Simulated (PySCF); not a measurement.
Gas-phase reaction: GaCl2NH2 + 4 GaHCl2 ⇌ 4 GaCl2 + 2 Cl + GaH3.NH3. Level: PBE0/def2-TZVP; standard pressure 1 bar.

Computed with PySCF and rigid-rotor harmonic-oscillator thermochemistry at 1 bar. Open shells (unrestricted): GaCl2 (multiplicity 2), Cl (multiplicity 2, electronic degeneracy 6); the rest are closed-shell singlets. Spin-orbit splitting is ignored; it lowers the true energy and changes the entropy of Cl. Ga: all electrons, no relativistic terms. Adducts (GaH3.NH3) have no counterpoise correction, and HF, PBE, BLYP, B3LYP and PBE0 lack dispersion. GaCl2NH2, GaHCl2, GaCl2, GaH3.NH3: computed as isolated molecules; such fragments, hydroxides, amides, oligomers or adducts are transient or little studied in the gas. The harmonic model lacks anharmonicity and excited electronic states, which grow with temperature; levels with a mode under 35 cm⁻¹ are left out. Soft modes under 120 cm⁻¹ make the harmonic entropy rough for GaCl2NH2, GaCl2, GaH3.NH3.

```
T (K)  1000/T (1/K)  log10 K
-----  ------------  -------
1200         0.8333   -29.07
1400         0.7143   -22.96
1600         0.6250   -18.39
1800         0.5556   -14.84
2000         0.5000   -12.01
2500         0.4000        ?
```

**Question.** Fit log10 K = a + b·(1000/T) to the five rows, get the mean ΔH° and ΔS°, and predict log10 K at 2500 K.

**Answer.** Means: 1000/T = 0.6456, log10 K = -19.454. Sums of products about the means: Sxy = -3.56681, Sxx = 0.069675, so b = Sxy/Sxx = -51.19 and a = -19.454 − (-51.19)×0.6456 = 13.60.
ΔH° = −R ln 10 × 1000 K × b = −19.145 × (-51.19) = 980 kJ; ΔS° = R ln 10 × a = 260 J/K. The run's own values go from 984 kJ and 263 J/K at 1200 K to 969 kJ and 255 J/K at 2500 K.
Prediction at 2500 K: 13.60 + (-51.19)×0.4000 = -6.88. The computed value is -6.94, 0.06 from the line.
For scale, ΔH°(298 K) is 996 kJ at this level, 1034 kJ at ωB97M-V/def2-TZVP†, and runs from 742 to 1123 kJ over the 20 levels computed († marks an energy on the PBE0/def2-TZVP geometry).
